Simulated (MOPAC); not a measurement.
Job for MOPAC: PM7 on CdAs, 2S+1 = 4, a spin state set in the input, which need not be the lowest, a point of a bond scan (R = 2.795 Å).

```
PM7 1SCF PRECISE CHARGE=0 UHF MS=1.5 THREADS=1
AsCd

Cd     0.00000000 1     0.00000000 1     0.00000000 1
As     0.00000000 1     0.00000000 1     2.79499800 1
```

It printed:

```
*******************************************************************************
 **                                                                           **
 **                              MOPAC v23.2.5                                **
 **                                                                           **
 *******************************************************************************
 ** MOPAC's Digital Object Identifier: https://doi.org/10.5281/zenodo.6511958 **
 **                                                                           **
 ** Please cite the open-source release paper for use of this MOPAC version:  **
 ** J. E. Moussa and J. J. P. Stewart (2026)                                  **
 ** MOPAC: An open-source semiempirical molecular orbital program             **
 ** J. Open Source Softw., 11(119), 8025, https://doi.org/10.21105/joss.08025 **
 *******************************************************************************

                              PM7 CALCULATION RESULTS

 *******************************************************************************
 *  PM7        - The PM7 Hamiltonian to be used
 *  UHF        - UNRESTRICTED HARTREE-FOCK CALCULATION
 *
 *
 *
 *                 CHARGE ON SYSTEM = 0
 *
 *
 *
 *  MS=        - IN MECI, MAGNETIC COMPONENT OF SPIN =  1.5
 *  PRECISE    - TIGHTER CRITERIA TO BE USED
 *  1SCF       - DO 1 SCF AND THEN STOP
 *  THREADS=1  - MULTI-THREADING NOT USED
 *  T=         - A TIME OF 172800.0 SECONDS REQUESTED
 *  DUMP=N     - RESTART FILE WRITTEN EVERY 7200.0 SECONDS REQUESTED
 *******************************************************************************
PM7 1SCF PRECISE CHARGE=0 UHF MS=1.5 THREADS=1
 AsCd

   ATOM   CHEMICAL          X               Y               Z
  NUMBER   SYMBOL      (ANGSTROMS)     (ANGSTROMS)     (ANGSTROMS)

     1      Cd          0.00000000  *   0.00000000  *   0.00000000  *
     2      As          0.00000000  *   0.00000000  *   2.79499800  *



          CARTESIAN COORDINATES

    NO.       ATOM           X           Y           Z

     1        Cd          0.0000      0.0000      0.0000
     2        As          0.0000      0.0000      2.7950

 General Reference for PM7:
 "Optimization of Parameters for Semiempirical Methods VI: More Modifications to the
 NDDO Approximations and Re-optimization of Parameters", J. J. P. Stewart, J. Mol. Mod., 1:32, 19 (2013)
 https://link.springer.com/article/10.1007/s00894-012-1667-x

           Empirical Formula: Cd As  =     2 atoms



      MOLECULAR POINT GROUP   :   C*v


          UHF CALCULATION, NO. OF ALPHA ELECTRONS =    5
                           NO. OF BETA  ELECTRONS =    2

 -------------------------------------------------------------------------------
 PM7 1SCF PRECISE CHARGE=0 UHF MS=1.5 THREADS=1
 AsCd



     1SCF WAS SPECIFIED, SO BFGS WAS NOT USED
     SCF FIELD WAS ACHIEVED


                              PM7 CALCULATION
                                                       MOPAC v23.2.5 Linux




          FINAL HEAT OF FORMATION =        112.24175 KCAL/MOL =     469.61948 KJ/MOL


          COSMO AREA              =         86.94 SQUARE ANGSTROMS
          COSMO VOLUME            =         69.23 CUBIC ANGSTROMS

          IONIZATION POTENTIAL    =          8.737623 EV
          ALPHA SOMO LUMO (EV)    =         -8.738 -2.127
          BETA  SOMO LUMO (EV)    =         -9.755 -0.862
          NO. OF ALPHA ELECTRONS  =          5
          NO. OF BETA  ELECTRONS  =          2
          MOLECULAR WEIGHT        =        187.3316         POINT GROUP:  C*v

          MOLECULAR DIMENSIONS (Angstroms)

            Atom       Atom       Distance
           As     2   Cd     1     2.79500
           As     2   Cd     1     0.00000
           Cd     1   As     2     0.00000


          SCF CALCULATIONS        =          1





   ATOM   CHEMICAL          X               Y               Z
  NUMBER   SYMBOL      (ANGSTROMS)     (ANGSTROMS)     (ANGSTROMS)

     1      Cd          0.00000000  *   0.00000000  *   0.00000000  *
     2      As          0.00000000  *   0.00000000  *   2.79499800  *

                             CARTESIAN COORDINATES

   1   Cd        0.000000000     0.000000000     0.000000000
   2   As        0.000000000     0.000000000     2.794998000


           Empirical Formula: Cd As  =     2 atoms



      MOLECULAR POINT GROUP   :   C*v


          ALPHA EIGENVALUES
 -13.95830 -11.95277 -10.09223 -10.09223  -8.73762  -2.12723  -2.12723  -2.05133
  -1.79972  -1.79972   3.92377   3.92377   4.92027


           BETA EIGENVALUES
 -12.10134  -9.75480  -0.86193  -0.82881  -0.82881  -0.65574  -0.65574  -0.50483
  -0.19900  -0.19900   4.79834   4.79834   6.11760


              NET ATOMIC CHARGES AND DIPOLE CONTRIBUTIONS

  ATOM NO.   TYPE          CHARGE      No. of ELECS.   s-Pop       p-Pop       d-Pop
    1         Cd           0.145449        1.8546     1.40316     0.45139
    2         As          -0.145449        5.1454     1.92695     3.10412     0.11439
 DIPOLE           X         Y         Z       TOTAL
 POINT-CHG.     0.000     0.000    -1.953     1.953
 HYBRID         0.000     0.000    -0.024     0.024
 SUM            0.000     0.000    -1.977     1.977


          ATOMIC ORBITAL ELECTRON POPULATIONS

     Atom    s        px        py        pz      x^2-y^2     xz        z^2       yz        xy
    1 Cd   1.40316   0.02073   0.02073   0.40993
    2 As   1.92695   0.97534   0.97534   1.15345   0.00000   0.00393   0.10652   0.00393   0.00000


                    (SZ)    =    1.500000
                    (S**2)  =    3.799398


          ATOMIC ORBITAL SPIN POPULATIONS

    Atom   Total    s     px     py     pz   x^2-y^2  xz     z^2    yz     xy
         Atomic
    1 Cd  0.6281  0.487  0.021  0.021  0.100
    2 As  2.3719  0.006  0.975  0.975  0.318  0.000  0.004  0.089  0.004  0.000

 **********************
 *                    *
 * JOB ENDED NORMALLY *
 *                    *
 **********************




 == MOPAC DONE ==
```

The run finished.

Cost: around 0.03 core-seconds (rough).
